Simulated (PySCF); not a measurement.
SMILES [CH2][Si](C)(C)Cl, doublet (CAM-B3LYP/def2-SVP optimised geometry):

```
13

C      1.521    -0.936     0.000
Si    -0.327    -0.936     0.000
C     -1.015    -1.922    -1.433
C     -1.014     0.804     0.000
Cl    -0.943    -1.866     1.768
H      2.115    -1.365     0.813
H      2.106    -0.503    -0.820
H     -0.665    -2.964    -1.398
H     -2.115    -1.928    -1.411
H     -0.693    -1.485    -2.392
H     -2.115     0.790     0.012
H     -0.669     1.365     0.881
H     -0.688     1.348    -0.901
```

Method: PySCF with unrestricted CAM-B3LYP/def2-TZVP.

### Question
What are the frontier orbital energies (α orbitals alone; a β orbital can be the lowest empty one) and the dipole moment?

### Answer
HOMO-2 -10.03 eV, HOMO-1 -9.88 eV, HOMO -8.34 eV, LUMO 1.77 eV, LUMO+1 2.38 eV; dipole moment 2.20 D.

On the same geometry unrestricted PBE/def2-TZVP run with PySCF 2.14.0 gives HOMO-2 -7.24 eV, HOMO-1 -7.12 eV, HOMO -5.62 eV, LUMO 0.23 eV, LUMO+1 0.27 eV; dipole moment 2.12 D.

Meta-Löwdin charges at CAM-B3LYP/def2-TZVP: C1 -0.49, Si2 1.01, C3 -0.60, C4 -0.60, Cl5 -0.35, H6 0.14, H7 0.13, H8 0.13, H9 0.13, H10 0.12, H11 0.13, H12 0.13, H13 0.12.
